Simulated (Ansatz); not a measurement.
Gas-phase electronic energies from Ansatz, PBE0-D4/def2-TZVP geometries. CCSD(T)/CBS is the MP2 limit (def2-TZVPP, def2-QZVPP) plus CCSD(T) − MP2 in def2-TZVPP, frozen cores. This one scheme is used for every species. For Br outer-core shells are correlated without core-valence functions, which leaves a few kJ/mol of doubt a bond. Scalar relativity is left out up to krypton. One conformer a species, not always the lowest.

Reaction (ligand exchange at the Si–F bond): `BO[SiH2]F` + HBr → `BO[SiH2]Br` + H–F

```tsv
species	CCSD(T)/CBS(def2) energy (Eh)
`BO[SiH2]F`	-491.38453
HBr	-2573.91920
`BO[SiH2]Br`	-2964.89003
H–F	-100.39570
```

Question: Work out ΔE.

Answer: ΔE = (-2964.89003) + (-100.39570) − (-491.38453) − (-2573.91920) = 0.01800 Eh = +11.3 kcal/mol.

Largest T1 diagnostic among the species: 0.013.

In def2-TZVPP, CCSD(T) changes the Hartree–Fock value by −3.1 kcal/mol (the triples alone add −0.6 kcal/mol) and MP2 by −4.5 kcal/mol. The D4 term adds −1.6 kcal/mol with B3LYP and −0.9 kcal/mol with PBE0; it sums over pairs of atoms, weighted by their polarisabilities, and B3LYP, whose exchange is more repulsive, gets the larger term.

B3LYP here is the variant with VWN-RPA as its local correlation; programs differ in this.
